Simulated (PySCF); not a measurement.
A series of related molecules

Method: TDDFT CAM-B3LYP/def2-SVPD circular dichroism and optical rotation, one conformer, gas phase in PySCF 2.14.0. Geometry: GFN2-xTB.

Each molecule in one low-energy conformer. The parent is C[C@@H]1CCC[C@H]1[NH3+].

The molecule is flexible and this is one conformer; a measurement averages over conformers.

How does the specific rotation at 589.3 nm (origin-invariant length gauge) change along this series?
- C[C@@H]1CCC[C@H]1[NH3+] (base)
- C[C@@H]1CCC[C@@H]1[NH3+] (diastereomer)


| molecule | [α]589 (deg dm⁻¹ (g/mL)⁻¹) | S1 (eV) | R(S1), velocity form (10⁻⁴⁰ esu² cm²) |
| --- | --- | --- | --- |
| C[C@@H]1CCC[C@H]1[NH3+] | -22.4 | 8.15 | +8.3 |
| C[C@@H]1CCC[C@@H]1[NH3+] | +21.1 | 8.10 | +1.9 |

The specific rotation at 589.3 nm (origin-invariant length gauge) is lowest for C[C@@H]1CCC[C@H]1[NH3+] and highest for C[C@@H]1CCC[C@@H]1[NH3+].
